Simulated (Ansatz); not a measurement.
`OC[AsH2]` + CH₃SH → `CS[AsH2]` + CH₃OH at 700 K and 1 bar (ligand exchange at the As–C bond).

Program: Ansatz. Geometries: PBE0-D4/def2-TZVP. ΔE: electronic, gas phase. CBS: MP2 limit from def2 TZ/QZ plus the TZ coupled-cluster correction, frozen cores. This one scheme is used for every species. For As outer-core shells are correlated without core-valence functions, which leaves a few kJ/mol of doubt a bond. Scalar relativity is left out up to krypton. Each species was taken in one conformer, which may not be the lowest.

```csv
species,CCSD(T)/CBS energy (Eh),H − E (kJ/mol),S (J/(mol·K))
`OC[AsH2]`,-2351.21112,207.6,383.4
CH₃SH,-438.22835,160.2,309.0
`CS[AsH2]`,-2673.84263,202.3,411.0
CH₃OH,-115.61712,170.8,288.5
```

H − E and S are ideal-gas, rigid-rotor, harmonic terms from PBE0-D4/def2-TZVP, for one conformer and one mirror image of each species. 1 Eh = 2625.50 kJ/mol, R = 8.31446 J/(mol·K).

Task: By hand: ΔE, ΔH, ΔS and ΔG.

Result: ΔE = (-2673.84263) + (-115.61712) − (-2351.21112) − (-438.22835) = -0.02028 Eh = -53.2 kJ/mol. Δ(H − E) = 202.3 + 170.8 − 207.6 − 160.2 = 5.3, so ΔH = -47.9 kJ/mol. ΔS = 411.0 + 288.5 − 383.4 − 309.0 = 7.1 J/(mol·K). ΔG = -47.9 − 700 × (7.1)/1000 = -52.9 kJ/mol.

Task: By hand: the equilibrium constant, and the temperature at which ΔG would vanish if ΔH and ΔS stayed fixed.

Result: log₁₀ K = −ΔG/(RT ln 10) = 3.9. ΔH and −TΔS have one sign here, so there is no such temperature.

The number of gas molecules stays the same, so ΔS is small and ΔH decides. A doubt of 5 kJ/mol in ΔE shifts log₁₀ K by 0.4 here. Other conformers and mirror images would add mixing entropy, several J/(mol·K) or more a flexible species. Modes under 60 cm⁻¹, often nearly free rotors, make the harmonic entropy too high. These are equilibria of isolated gas molecules and say nothing of rates. Largest T1 diagnostic: 0.011 (customary marks: 0.02 for closed shells, 0.045 for open ones).

ΔS is within the doubt of such terms, so its sign, and with it that verdict, could turn.
